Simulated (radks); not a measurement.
Valence configurations of Sn IV (all share [Kr]). All-electron calculation, Dirac Kohn-Sham, BLYP, spin-unpolarised, spherical densities, point nucleus; open shells are shared between the two j in proportion to 2j + 1. Program: a radial shooting solver on a logarithmic mesh with Libxc functionals. Energies are relative to 4d10 5s1; eigenvalues in eV.

valence	E (eV)	e(4d3/2)	e(4d5/2)	e(5p1/2)	e(5p3/2)	e(5s1/2)
4d10 5s1	0.000	-55.500	-54.436	-	-	-36.135
4d10 5s0.5 5p0.5	4.568	-56.161	-55.094	-27.960	-27.084	-36.546
4d10 5p1	9.170	-56.814	-55.745	-28.306	-27.418	-
4d9.5 5s1.5	9.760	-58.100	-57.010	-	-	-37.128
4d9.5 5s1 5p0.5	14.452	-58.752	-57.660	-28.725	-27.807	-37.530
4d9 5s2	20.324	-60.729	-59.613	-	-	-38.114
4d9 5s1 5p1	29.989	-62.005	-60.885	-29.812	-28.839	-38.893
4d8.5 5s1.5 5p1	41.622	-64.639	-63.493	-30.555	-29.538	-39.852
4d8 5p3	74.769	-69.688	-68.508	-32.511	-31.403	-
4d6.5 5s1.5 5p3	118.78	-77.680	-76.421	-34.620	-33.376	-44.952

NIST lists [Kr] 4d10 5s1 as the ground configuration; this level of theory agrees among the configurations tried. The energies are those of spherical spin-averaged densities, not of single terms.
